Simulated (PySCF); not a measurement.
Simulated outer-valence photoelectron spectrum of `[PH2][GeH2][CH3]`. Computed with EOM-IP-CCSD/aug-cc-pVDZ in PySCF, restricted Hartree–Fock reference, 15 core orbitals frozen, non-relativistic, gas phase, PBE0-D3(BJ)/def2-SVP geometry.

Each root has a Gaussian of 0.3 eV full width with its one-hole share as area; cross sections and vibrations are left out, and the highest printed point is 100.

| ionisation energy (eV) | intensity |
| --- | --- |
| 9.0 | 0 |
| 9.2 | 12 |
| 9.4 | 61 |
| 9.6 | 25 |
| 9.8 | 1 |
| 10.0 | 0 |
| 10.2 | 0 |
| 10.4 | 1 |
| 10.6 | 21 |
| 10.8 | 62 |
| 11.0 | 18 |
| 11.2 | 36 |
| 11.4 | 55 |
| 11.6 | 7 |
| 11.8 | 14 |
| 12.0 | 61 |
| 12.2 | 23 |
| 12.4 | 1 |
| 12.6 | 0 |
| 12.8 | 0 |
| 13.0 | 4 |
| 13.2 | 47 |
| 13.4 | 44 |
| 13.6 | 4 |
| 13.8 | 0 |
| 14.0 | 6 |
| 14.2 | 80 |
| 14.4 | 100 |
| 14.6 | 12 |
| 14.8 | 0 |
| 15.0 | 0 |
| 15.2 | 0 |
| 15.4 | 0 |
| 15.6 | 0 |
| 15.8 | 0 |
| 16.0 | 0 |
| 16.2 | 0 |
| 16.4 | 0 |
| 16.6 | 17 |
| 16.8 | 56 |
| 17.0 | 16 |
| 17.2 | 0 |

Where are the maxima, and how many lines lie under the curve?

7 maxima, at 9.4, 10.8, 11.3, 12.0, 13.3, 14.3 and 16.8 eV, from 8 lines. At this width some lines have no maximum of their own.

List the lines with their holes.

```tsv
E (eV)	leading hole (HF orbital)	area	Koopmans (eV)
9.43	HOMO	0.95	9.79
10.79	HOMO-1	0.95	11.45
11.34	HOMO-2	0.95	12.09
12.02	HOMO-3	0.94	12.82
13.30	HOMO-4	0.94	14.12
14.29	HOMO-5	0.95	15.33
14.35	HOMO-6	0.95	15.40
16.80	HOMO-7	0.85	18.52
```

The widest gap, 2.45 eV, lies between 14.35 and 16.80 eV. Only orbitals with −ε under 21 eV, eight at most, were ionised, so the high end of the curve may lack lines.

Conformer computed: `[CH3:1][GeH2:2][PH2:3]`: H–P3–Ge2–C1 72°, H–P3–Ge2–C1 166°.

One conformer stands for the species.
